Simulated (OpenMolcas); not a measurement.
Ir5+: ligand-field states by method

Ir5+ with 6 ligands (fluoride) in octahedral coordination (Oh) at 1.88 Å. A charge of +0.167 e stands 2.6 Å behind each ligand. Ligand basis ANO-RCC-VDZP.
```
Ir    0.0000    0.0000    0.0000
F     1.8800    0.0000    0.0000
F     0.0000    1.8800    0.0000
F    -1.8800    0.0000    0.0000
F     0.0000   -1.8800    0.0000
F     0.0000    0.0000    1.8800
F     0.0000    0.0000   -1.8800
```

```
Program             : OpenMolcas
Basis               : ANO-RCC-VTZP [8s7p5d3f1g]
Scalar Hamiltonian  : DKH2, point nucleus
Active space        : 4 electrons in 5 orbitals (5d)
State averaging     : 2S+1 = 5 even, 5 roots; 2S+1 = 3 even, 45 roots; 2S+1 = 1 even, 50 roots
Spin-orbit coupling : state interaction with AMFI integrals over the reference wave functions
```

I. CASSCF
II. SS-CASPT2, IPEA 0.25 Eh, imaginary shift 0.1 Eh (closed shells correlated: 5s 5p and the ligand valence shells)
III. SS-CASPT2, IPEA 0.25 Eh, imaginary shift 0.1 Eh (closed shells correlated: the ligand valence shells only)

Spin-free states (labels of O, the rotations of Oh) in cm-1, each column counted from its own energy of the first state listed:

| State | Degeneracy | I | II | III |
| --- | --- | --- | --- | --- |
| 3T1 | 3 | 0 | 0 | 0 |
| 1T2 | 3 | 8359 | 5620 | 5990 |
| 1E | 2 | 9885 | 5600 | 5910 |
| 1A1 | 1 | 20080 | 13590 | 13570 |
| 5E | 2 | 22179 | 26070 | 26180 |
| 3E | 2 | 36022 | 33870 | 34550 |
| 2S+1 = 3 | 3 | 37312 | 34810 | 35230 |
| 2S+1 = 3 | 3 | 37951 | 35660 | 36050 |
| 2S+1 = 3 | 1 | 39115 | 36110 | 36830 |
| 2S+1 = 3 | 1 | 40448 | 37340 | 37820 |
| 3E | 2 | 41451 | 38000 | 38680 |
| 2S+1 = 1 | 3 | 43710 | 38630 | 39400 |

From I to II, I's first state of the same spin (3E) moves from 36022 to 33870 cm-1, by about -2200 cm-1.

From I to II, I's first state of another spin (1T2) moves from 8359 to 5620 cm-1, by about -2700 cm-1. In II another state of that kind comes below it.

I: A least-squares ligand-field fit to the states below 45000 cm-1, each weighted by its degeneracy and with a free common offset, gives 10Dq = 38817 cm-1, B = 640 cm-1 and C = 2752 cm-1 (C/B = 4.30), with an rms deviation of 281 cm-1. The same method and metal basis give the free ion B = 935 cm-1 (fit to its terms below 60000 cm-1, rms deviation 23 cm-1), so the nephelauxetic ratio is β = 640 / 935 = 0.68; it hangs on how both fits weigh the states, and computed free-ion B values tend to be too large, so β mixes covalency with correlation.

χT at 300 K: I 0.17, II 0.14, III 0.14 cm3 K/mol.

The states above are spin-free; spin-orbit coupling is strong here and shifts and splits them by thousands of cm-1.

Roots that are degenerate in the reference are averaged as groups; the widest CASPT2 spread within a group is 1200 cm-1 (the 3-fold group of multiplicity 1 near 125000 cm-1 above the lowest state of its run, II). Shifts and gaps below about the spread of the groups concerned are not significant. Over all roots computed the reference weight is 0.63 to 0.68 in II, 0.65 to 0.69 in III; a low but even weight reflects the number of correlated electrons. The least metal-like active orbital is 67 % on the metal (Löwdin) and no ligand orbital is active, so the numbers are rough, and ground spin, moment and any spin crossover can be artefacts of this space; highly charged d ions in such sites are as a rule low spin. Ligand-to-metal charge-transfer states are missing. With no ligand orbital active B as a rule stays too high, so bands that hang on it stand too high and its fall with covalency is understated. Without dynamic correlation the repulsion within the d shell is too large (B by tens of per cent), so at a given field states of lower spin stand too high (holds for I). With metal d orbitals alone the field can be off either way by tens of per cent (holds for I). With one d shell and no ligand orbital active, 10Dq can be off by a tenth or more (holds for II; III). No measured value stands beside these numbers; the geometry is a model, was not optimised and need not be the one that this ion takes.

A state without a sure symmetry label is named by its multiplicity alone.
